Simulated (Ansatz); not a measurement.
Isolated molecules relaxed with PBE0-D4/def2-TZVP in Ansatz; ΔE leaves out vibrations. CCSD(T)/CBS is the MP2 limit (def2-TZVPP, def2-QZVPP) plus CCSD(T) − MP2 in def2-TZVPP, frozen cores. This one scheme is used for every species. One conformer a species, not always the lowest.

Consider the ligand exchange at the Si–S bond: `O[SiH2]SBF` + `O[SiH](Cl)Cl` → `O[SiH2]O[SiH](Cl)Cl` + `FBS`.

`O[SiH2]SBF`:

Z-matrix (Å, degrees):
```
Si
S 1 2.149
O 1 1.639 2 112.7
H 1 1.483 2 103.8 3 -121.7
H 1 1.476 2 110.5 3 117.8
B 2 1.803 1 97.7 3 -72.3
H 3 0.959 1 118.2 2 -56.5
F 6 1.321 2 118.2 1 177.6
H 6 1.195 2 122.9 1 -3.0
```

`O[SiH](Cl)Cl`:

Z-matrix (Å, degrees):
```
Si
Cl 1 2.042
Cl 1 2.041 2 107.4
O 1 1.621 2 111.2 3 -121.9
H 1 1.467 2 109.8 3 119.4
H 4 0.959 1 119.4 2 59.9
```

`O[SiH2]O[SiH](Cl)Cl`:

Z-matrix (Å, degrees):
```
Si
O 1 1.649
O 1 1.632 2 111.4
H 1 1.483 2 107.3 3 -122.2
H 1 1.474 2 107.3 3 116.1
Si 2 1.607 1 143.4 3 64.9
H 3 0.959 1 118.3 2 -67.7
Cl 6 2.050 2 109.4 1 -27.3
Cl 6 2.035 2 110.4 1 91.7
H 6 1.468 2 110.8 1 -147.4
```

`FBS`:

Z-matrix (Å, degrees):
```
B
F 1 1.322
S 1 1.794 2 117.9
H 1 1.194 2 119.5 3 -180.0
H 3 1.342 1 94.9 2 180.0
```

| level | ΔE (kJ/mol) |
| --- | --- |
| MP2/def2-TZVPP | -64.1 |
| HF/def2-QZVPP | -84.9 |

(1) What does CCSD(T)/CBS give? (Best estimate.)

Largest T1 diagnostic among the species: 0.014.

## Answers

(1) Computed: -65.3 kJ/mol. The listed levels differ from it by 1.2, -19.6 kJ/mol.

From PBE to PBE0 (25 % exact exchange), in def2-TZVPP and without D4, ΔE moves by −5.3 kJ/mol. In def2-TZVPP, CCSD(T) changes the Hartree–Fock value by +14.9 kJ/mol (the triples alone add +3.3 kJ/mol) and MP2 by +18.6 kJ/mol.
